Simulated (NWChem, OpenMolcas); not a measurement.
How basis sets differ on GeHF (SMILES [F][GeH])

The species is GeHF (3 atoms), meant as a singlet with charge 0. SMILES: `[F][GeH]`. The coordinates come from a PBE0-D4/def2-TZVP relaxation.

```xyz
3

F     0.0000    0.0000    0.0000
Ge    0.0000    0.0000    1.7566
H     1.6052    0.0000    1.8743
```

Each level gives the dipole moment (D). The values are calculated.

```tsv
level	kind	program	value (D)	CPU time
HF/ANO-R0 (sfX2C)	Hartree–Fock	OpenMolcas	1.93	2 s
HF/STO-3G	Hartree–Fock	NWChem	0.71	3.4 s
HF/3-21G	Hartree–Fock	NWChem	2.04	3.5 s
HF/cc-pVDZ/cc-pVDZ-PP (core potential)	Hartree–Fock	NWChem	2.36	14 s
HF/aug-cc-pVDZ	Hartree–Fock	NWChem	2.12	2.3 min
```

All-electron rows without a relativistic Hamiltonian named are non-relativistic, while core potentials hold scalar relativity, so basis and relativity change together. The values span 0.71 to 2.36 D. Magnitudes only. Sets without polarisation functions give poor dipoles. Times are those of the runs behind each value, whatever else they computed, on shared processors of several kinds: orders of magnitude only.
